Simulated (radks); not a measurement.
Polarisability of the zinc ion Zn4+, [Ar] 3d8, at imaginary frequency. Method: scalar-relativistic Kohn-Sham, exchange-only LDA, spin-polarised, spherical densities, finite nucleus; open shells are filled with parallel spins first; Fermi nuclear charge, rms radius 3.9283 fm; computed with a radial shooting solver on a logarithmic mesh with Libxc functionals. Response by self-consistent Sternheimer equations with the Hartree and adiabatic exchange-only LDA kernel, the relativistic mass of each level held fixed and spin-orbit coupling left out.

| w (hartree) | alpha1(iw) (bohr^3) |
|---|---|
| 0.00266 | 0.9972 |
| 0.0143 | 0.9971 |
| 0.0360 | 0.9969 |
| 0.0697 | 0.9959 |
| 0.118 | 0.9936 |
| 0.186 | 0.9884 |
| 0.280 | 0.9776 |
| 0.413 | 0.9564 |
| 0.605 | 0.9166 |
| 0.892 | 0.8465 |
| 1.35 | 0.7345 |
| 2.12 | 0.5752 |
| 3.59 | 0.3771 |
| 6.94 | 0.1784 |
| 17.5 | 0.04499 |

Static values: alpha1 = 0.9972 bohr^3 (0.1478 angstrom^3; uncoupled 1.216). C6 = 1.986, triple-dipole C9 = 1.360 atomic units. One-pole (London) frequency 4 C6 / (3 alpha1^2) = 2.662 hartree, against 2.582 for minus the highest occupied eigenvalue.
